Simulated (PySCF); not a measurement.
Nickel: a sound run and one with changed settings

Sound run: Ni [Ar] 3d8 4s2, Ni⁺ [Ar] 3d9. Computed with PySCF 2.14 in aug-cc-pVDZ-DK (7s6p4d2f, 59 functions), with scalar relativity by spin-free X2C-1e. In the sound run the correlated levels freeze [Ar]. The sound run starts from symmetry-adapted Hartree-Fock orbitals and uses a fine grid where one is needed.

Changed run: all electrons correlated in a basis built for the valence shell.

```json
{"species": "Ni", "method": "MP2", "sound run (hartree)": "-1519.38228", "changed run (hartree)": "-1519.61469", "converged": "yes"}
{"species": "Ni⁺", "method": "MP2", "sound run (hartree)": "-1519.12322", "changed run (hartree)": "-1519.36980", "converged": "yes"}
```

Ionisation energy of Ni:

| method | sound run (eV) | changed run (eV) |
| --- | --- | --- |
| UHF | 8.180 | 8.180 |
| MP2 | 7.049 | 6.664 |
| SCS-MP2 | 7.278 | 7.001 |

A valence basis has no tight correlating functions, so it recovers only part of the core correlation, and not evenly between atom and ion.

For comparison, NIST gives 7.640 eV between the lowest levels.
